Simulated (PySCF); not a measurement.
GeTe, neutral, multiplicity 1. Atoms are numbered in the order given.

```xyz
2

Ge     0.0000     0.0000    -1.4505
Te     0.0000     0.0000     0.8926
```

Geometry optimised at r2SCAN-D4/def2-TZVP. The def2 effective core potentials stand for the cores of Te; spin–orbit coupling is left out.

The numbers are results of HF/def2-TZVPD in PySCF, not measurements.

Mulliken values depend strongly on the basis, most of all with diffuse functions as here. ESP charges are fitted to the potential on shells at 1.4 to 2.0 van der Waals radii. Atomic charges (e):

| atom | Mulliken | ESP fit |
|---|---|---|
| Ge1 | 0.19 | 0.18 |
| Te2 | -0.19 | -0.18 |
